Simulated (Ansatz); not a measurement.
A nudged elastic band was laid between two geometries of Cl2H2Sn + H4Si (10 atoms, charge 0, multiplicity 1).

All numbers below come from RKS PBE/def2-SVP (Ansatz).

```
movable images  : 5
climbing image  : yes
spring          : 5.0 eV/Å²
optimiser       : quadratic models (default)
start path      : through a guess of the saddle point
force threshold : 0.05 eV/Å
iteration limit : 60
end points      : relaxed
```

Image 0:

```xyz
10
Properties=species:S:1:pos:R:3
Sn -0.206 0.714 -0.144
Cl -0.925 1.090 2.079
H 1.504 0.554 -0.120
H -0.913 1.929 -1.136
Cl -1.110 -1.365 -0.837
Si 1.325 -3.188 1.430
H 0.192 -4.144 1.185
H 1.965 -2.806 0.126
H 2.357 -3.850 2.304
H 0.815 -1.955 2.124
```

Image 6:

```xyz
10
Properties=species:S:1:pos:R:3
Sn 0.137 -0.467 -0.338
Cl 0.302 0.448 3.130
H 1.353 0.759 -0.383
H -1.399 0.161 0.128
Cl -0.157 -1.123 -2.628
Si 0.856 -2.693 0.777
H -0.322 -3.623 0.865
H 1.947 -3.330 -0.036
H 1.383 -2.465 2.175
H 0.903 -0.687 3.322
```

Problem. Which bonds break or form, and what moves?

Solution. Bonds broken: Sn1–Cl2, Si6–H10. Bonds formed: Sn1–Si6, Cl2–H10. Cl2H2Sn + H4Si becomes ClH + ClH5SiSn.

Problem. What energy profile does the band end with?

Solution. The run converged. The highest image is number 3 of 0 to 6, 162.3 kJ/mol above the first end and 111.9 kJ/mol above the last; the last end lies 50.4 kJ/mol above the first. Neighbouring images differ by up to 1.3 eV, so the band resolves the path poorly. A vibrational analysis at the climbing image gives one clearly imaginary mode, 737i cm⁻¹: a first-order saddle point. The orbitals stay closed-shell, which can raise the energy where a bond breaks towards radicals; this wasn't checked here.

```json
{"image": "0", "path coordinate (Å)": "0.00", "energy (kJ/mol)": "0.0", "Sn1–Cl2 (Å)": "2.37", "Si6–H10 (Å)": "1.50", "Sn1–Si6 (Å)": "4.48"}
{"image": "1", "path coordinate (Å)": "1.68", "energy (kJ/mol)": "0.7", "Sn1–Cl2 (Å)": "2.37", "Si6–H10 (Å)": "1.50", "Sn1–Si6 (Å)": "4.72"}
{"image": "2", "path coordinate (Å)": "3.37", "energy (kJ/mol)": "40.8", "Sn1–Cl2 (Å)": "2.40", "Si6–H10 (Å)": "1.50", "Sn1–Si6 (Å)": "3.88"}
{"image": "3", "path coordinate (Å)": "5.05", "energy (kJ/mol)": "162.3", "Sn1–Cl2 (Å)": "2.72", "Si6–H10 (Å)": "1.77", "Sn1–Si6 (Å)": "2.90"}
{"image": "4", "path coordinate (Å)": "5.86", "energy (kJ/mol)": "84.0", "Sn1–Cl2 (Å)": "3.12", "Si6–H10 (Å)": "2.30", "Sn1–Si6 (Å)": "2.65"}
{"image": "5", "path coordinate (Å)": "6.67", "energy (kJ/mol)": "54.2", "Sn1–Cl2 (Å)": "3.39", "Si6–H10 (Å)": "2.72", "Sn1–Si6 (Å)": "2.59"}
{"image": "6", "path coordinate (Å)": "7.48", "energy (kJ/mol)": "50.4", "Sn1–Cl2 (Å)": "3.59", "Si6–H10 (Å)": "3.24", "Sn1–Si6 (Å)": "2.59"}
```

Problem. What is the geometry of the highest image?

Solution. 
```xyz
10
Properties=species:S:1:pos:R:3:forces:R:3
Sn 0.116 -0.124 -0.012 -0.01 -0.01 -0.02
Cl 0.719 0.588 2.540 0.00 0.00 -0.01
H 1.436 0.790 -0.608 0.00 0.01 0.01
H -1.506 0.377 0.210 0.00 0.00 0.01
Cl -0.176 -1.714 -1.837 0.00 0.00 0.01
Si 0.853 -2.658 1.201 0.00 0.01 0.00
H -0.432 -3.374 0.928 0.00 0.00 0.00
H 1.948 -2.984 0.233 0.00 0.00 0.00
H 1.314 -2.941 2.608 0.00 0.00 0.00
H 0.731 -0.979 1.748 0.01 0.00 0.00
```

Run time: 2.5 min on 4 threads of Arm Neoverse V2 (shared host), peak memory 0.17 GiB.
